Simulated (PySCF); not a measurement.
**One molecule, a ladder of functionals, a line**

Molecule: `N[B@H-]([NH3+])B(Cl)Cl`, B2Cl2H6N2.

Atom-mapped SMILES (the numbers label the heavy atoms): `[NH2:1][B@H-:2]([NH3+:3])[B:4]([Cl:5])[Cl:6]`. Each H is labelled by its parent atom.

GIAO shieldings (ppm, equivalent atoms averaged) in PySCF on the PBE0-D3(BJ)/def2-SVP geometry, basis pcSseg-1, gas phase, non-relativistic:

| functional | exact exchange (%) | σ(N3) | σ(N1) | σ(B4) | σ(B2) |
| --- | --- | --- | --- | --- | --- |
| BLYP | 0 | 189.5 | 227.4 | 7.8 | 105.5 |
| BP86 | 0 | 194.9 | 231.7 | 13.1 | 109.1 |
| PBE | 0 | 194.8 | 231.7 | 12.1 | 109.1 |
| PBE0 | 25 | 201.7 | 240.5 | 16.5 | 113.4 |
| mPW1PW91 | 25 | 200.9 | 239.8 | 16.6 | 113.2 |
| BHandHLYP | 50 | 202.9 | 243.5 | 17.9 | 114.3 |
| HF | 100 | 212.9 | 253.2 | 32.4 | 122.7 |

Question: Fit each shielding as a line in the percentage of exact exchange.

Answer: σ(N3) = 194.1 + 0.20 x (rms 2.2 ppm); σ(N1) = 231.7 + 0.23 x (rms 2.3 ppm); σ(B4) = 10.8 + 0.20 x (rms 2.0 ppm); σ(B2) = 108.4 + 0.14 x (rms 1.4 ppm). The functionals also differ in their semilocal parts, which the line can't hold; Hartree–Fock has no correlation at all.

Question: What does the line predict for B3LYP (20 %), and what does the run give?

Answer: σ(N3): 198.1 predicted, 195.5 computed; σ(N1): 236.3 predicted, 235.2 computed; σ(B4): 14.8 predicted, 11.4 computed; σ(B2): 111.2 predicted, 109.3 computed ppm.
